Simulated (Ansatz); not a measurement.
An input meant for W₄⁺ (charge 1, doublet).

```yaml
crystal:
  periodic: [false, false, false]
  atoms:
    - {symbol: W, position_ang: [0.409763, -0.469420, 1.363772]}
    - {symbol: W, position_ang: [-0.894191, -0.896205, -0.803281]}
    - {symbol: W, position_ang: [1.424037, 0.171619, -0.504393]}
    - {symbol: W, position_ang: [0.459763, -0.169420, 1.363772]}
basis:
  gaussian: {orbitals: def2-TZVPD}
total_charge: 1
magnetization: {spin_polarized: true, initial_magnetization: 1}
hamiltonian: {xc: {name: B97}, pseudopotentials: {relativity: none}}
scf: {omitted_lower_state_checks: [starts]}
output: {forces: true}
```

```sh
$ ansatz run in.yaml --threads 4 --pin off --events-out ev --progress --plain --max-ram 3916MiB
```

Shortened log:

```
Functional definition: B97
1509 factors; integrals over basis functions are off by at most 5.9e-4 eV
mean field evaluation 1: about -1478.1188 eV, gradient 1.0e2 eV
mean field evaluation 2: about -869.9072 eV, gradient 3.0e2 eV
mean field evaluation 4: about -1337.3442 eV, gradient 1.8e2 eV
mean field evaluation 8: about -1526.7334 eV, gradient 4.5e0 eV
mean field evaluation 16: about -1527.6872 eV, gradient 8.5e-5 eV
a density is far from that of the atoms, so the factors are made again for it
1597 factors; integrals over basis functions are off by at most 2.6e-4 eV
mean field -1527.68724297 eV, -56.1414706754 hartree, gradient 1.3e-5 eV, S^2 2.280994; 0 other end points of the search recorded, 0 dependent functions left out
reference -1527.68727997 eV, -56.1414720352 hartree; 28, 27 occupied and 144, 145 virtual orbitals, 1597 factors
Total energy: -1527.68727997 eV, -56.1414720352 hartree
Atom 0 at     0.409763    -0.469420     1.363772 Å, force -4755.795554 -28511.799774     8.602325 eV/Å
Atom 1 at    -0.894191    -0.896205    -0.803281 Å, force     1.111828     0.471659    -1.458023 eV/Å
Atom 2 at     1.424037     0.171619    -0.504393 Å, force     7.021166     3.498708   -17.702506 eV/Å
Atom 3 at     0.459763    -0.169420     1.363772 Å, force  4747.662560 28507.829407    10.558204 eV/Å
Dipole moment:    -0.013417     0.019251     0.393715 e Å
Checks for a lower state left out: starts
```

Question: What is wrong with this run?

Answer: One atom was put on top of another. The run converged. The result belongs to that input, not to the species as meant. The charge 1 doublet is spin-contaminated (final ⟨S²⟩ up to 2.28, 0.75 for a pure state).
